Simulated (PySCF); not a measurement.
Dipole moment and polarisability of `OCC1COCOC1`

Compound: C5H10O3.
Geometry (PBE0-D3(BJ)/def2-SVP, Å), atoms numbered from 1 in this order:
```xyz
18
C5H10O3 angstrom
O     -2.2030    1.0644    1.3956
C     -1.8413    0.2688    0.2990
C     -0.4044   -0.2204    0.3675
C     -0.0089   -1.0510   -0.8488
O      1.3486   -1.4094   -0.7891
C      2.1700   -0.2937   -0.6620
O      1.9114    0.4411    0.4871
C      0.5917    0.9263    0.4987
H     -2.1369    0.5241    2.1901
H     -1.9751    0.9008   -0.5957
H     -2.5215   -0.5985    0.1740
H     -0.2833   -0.8689    1.2559
H     -0.5882   -1.9846   -0.9095
H     -0.2104   -0.4684   -1.7746
H      2.0521    0.3604   -1.5589
H      3.2049   -0.6551   -0.5984
H      0.4428    1.4811    1.4342
H      0.4388    1.6407   -0.3403
```

Level: PBE0/def2-SVPD (PySCF), static field, nuclei fixed, core orbitals frozen in the response. The polarisability tensor in these axes (au):

```
x   78.43 -1.45 -4.02
y   -1.45 67.26  3.61
z   -4.02  3.61 68.39
```

Task: Diagonalise the tensor; give its mean and Δα, where Δα² is half the sum of the squared differences of the eigenvalues.

Result: Principal values 63.98, 69.73 and 80.38 au; mean 71.36 au = 10.57 Å³ = 11.77 × 10⁻⁴⁰ C²·m²/J; Δα = 14.41 au (20 % of the mean).

Task: What is the dipole moment, and where does it point?

Result: (-1.14, -0.56, -0.45) D, 1.35 D in size, pointing from the negative to the positive side. Measured along this direction, the outermost atoms are H16 at the negative end and H11 at the positive end.

Task: Directions of the eigenvectors, and the extent of the frame along each?

Result: Largest value along (0.91, -0.20, -0.37), where the nuclei span 6.11 Å; middle along (0.40, 0.67, 0.62), 4.20 Å; least along (-0.12, 0.71, -0.69), 2.80 Å. The response follows the extents in order.

Task: In a dilute gas of rigid molecules at 500 K, how does the orientational term μ²/3kT compare with the electronic polarisability?

Result: In Gaussian units μ²/3kT = 8.81 Å³ against 10.57 Å³, a ratio of 0.83; the Debye molar polarisation (4π/3)N_A(α + μ²/3kT) is 48.9 cm³/mol, leaving out the vibrational part.

Task: Traceless (Buckingham) quadrupole moment about the centre of nuclear charge: eigenvalues?

Result: -11.47, 0.35, 11.13 D·Å. The values depend on the origin, since the dipole doesn't vanish. The electronic extent ⟨r²⟩ about the same centre is 1047 bohr², a root-mean-square distance of 2.14 Å for the 64 electrons.

Task: Molar refractivity from α?

Result: Lorentz–Lorenz: R = (4π/3)N_A α = 2.5225 cm³/(mol·Å³) × 10.57 Å³ = 26.7 cm³/mol, in the limit of long wavelengths.

Isolated species at its PBE0-D3(BJ)/def2-SVP geometry (one conformer only).
